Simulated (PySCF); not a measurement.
PySCF input (M06-2X/6-31G* with LANL2DZ past Ar (5d)):

```python
from pyscf import gto, dft

mol = gto.M(
    atom='''
    In   -0.00000000   -0.00000000   -0.03725241
    H     0.00000000    0.00000000    1.82536805
    ''',
    basis={'default': '6-31g*', 'In': 'lanl2dz'},
    ecp={'In': 'lanl2dz'},
    charge=0,
    spin=0,
    verbose=4,
)

mf = dft.RKS(mol, xc='m062x')
mf.grids.level = 4
mf.conv_tol = 1e-9
mf.max_cycle = 100
mf.max_memory = 1500
mf.kernel()
if not mf.converged:
    mf = mf.newton()
    mf.kernel(mf.make_rdm1())
mf.dip_moment()
```

Output:

```
PySCF version 2.14.0

[INPUT] verbose = 4
[INPUT] num. atoms = 2
[INPUT] num. electrons = 4
[INPUT] charge = 0
[INPUT] spin (= nelec alpha-beta = 2S) = 0
[INPUT] symmetry False subgroup None
[INPUT] Mole.unit = angstrom
[INPUT] Symbol           X                Y                Z      unit          X                Y                Z       unit  Magmom
[INPUT]  1 In     0.000000000000   0.000000000000  -0.037252410000 AA    0.000000000000   0.000000000000  -0.070396852380 Bohr   0.0
[INPUT]  2 H      0.000000000000   0.000000000000   1.825368050000 AA    0.000000000000   0.000000000000   3.449445691031 Bohr   0.0

nuclear repulsion = 0.852310852829352
number of shells = 6
number of NR pGTOs = 16
number of NR cGTOs = 10
basis = {'default': '6-31g*', 'In': 'lanl2dz'}
ecp = {'In': 'lanl2dz'}

******** <class 'pyscf.dft.rks.RKS'> ********
method = RKS
initial guess = minao
damping factor = 0
level_shift factor = 0
DIIS = <class 'pyscf.scf.diis.CDIIS'>
diis_start_cycle = 1
diis_space = 8
diis_damp = 0
SCF conv_tol = 1e-09
SCF conv_tol_grad = None
SCF max_cycles = 100
direct_scf = True
direct_scf_tol = 1e-13
XC library pyscf.dft.libxc version 7.1.2
    S. Lehtola, C. Steigemann, M. J. T. Oliveira, and M. A. L. Marques,  SoftwareX 7, 1–5 (2018)
XC functionals = m062x
    Y. Zhao and D. G. Truhlar,  Theor. Chem. Acc. 120, 215 (2008)
    Y. Zhao and D. G. Truhlar,  Theor. Chem. Acc. 120, 215 (2008)
radial grids:
    Treutler-Ahlrichs [JCP 102, 346 (1995); DOI:10.1063/1.469408] (M4) radial grids

becke partition: Becke, JCP 88, 2547 (1988); DOI:10.1063/1.454033
pruning grids: <function nwchem_prune>
grids dens level: 4
symmetrized grids: False
atomic radii adjust function: <function treutler_atomic_radii_adjust>
small_rho_cutoff = 0
Set gradient conv threshold to 3.16228e-05
Initial guess from minao.
tot grids = 47840
init E= 6.23632580740357
  HOMO = -0.105964737565053  LUMO = 0.0138632838943857  gap/eV = 3.26069
cycle= 1 E= -2.40402234456521  delta_E= -8.64  |g|= 0.206  |ddm|=  2.6
  HOMO = -0.227867233020966  LUMO = -0.0327066106734274  gap/eV = 5.31059
cycle= 2 E= -2.42520093937322  delta_E= -0.0212  |g|= 0.0564  |ddm|= 0.539
  HOMO = -0.239129700748782  LUMO = -0.0325098526760828  gap/eV = 5.62241
cycle= 3 E= -2.42678315765623  delta_E= -0.00158  |g|= 0.00971  |ddm|= 0.113
  HOMO = -0.235340572965767  LUMO = -0.0316267202281503  gap/eV = 5.54334
cycle= 4 E= -2.42684423488572  delta_E= -6.11e-05  |g|= 0.000579  |ddm|= 0.0239
  HOMO = -0.235029289651648  LUMO = -0.0312535825597349  gap/eV = 5.54502
cycle= 5 E= -2.42684449531594  delta_E= -2.6e-07  |g|= 5.29e-05  |ddm|= 0.00161
  HOMO = -0.235012908172743  LUMO = -0.031235139413593  gap/eV = 5.54508
cycle= 6 E= -2.42684449691318  delta_E= -1.6e-09  |g|= 2.01e-06  |ddm|= 0.00014
  HOMO = -0.235012602312567  LUMO = -0.0312348744733968  gap/eV = 5.54507
cycle= 7 E= -2.4268444969173  delta_E= -4.12e-12  |g|= 7.09e-08  |ddm|= 9.13e-06
  HOMO = -0.235012574399979  LUMO = -0.0312348458731112  gap/eV = 5.54507
Extra cycle  E= -2.4268444969173  delta_E= -4.44e-15  |g|= 1.51e-08  |ddm|= 3.17e-07
converged SCF energy = -2.4268444969173
Dipole moment(X, Y, Z, Debye): -0.00000, -0.00000, -0.59794
```
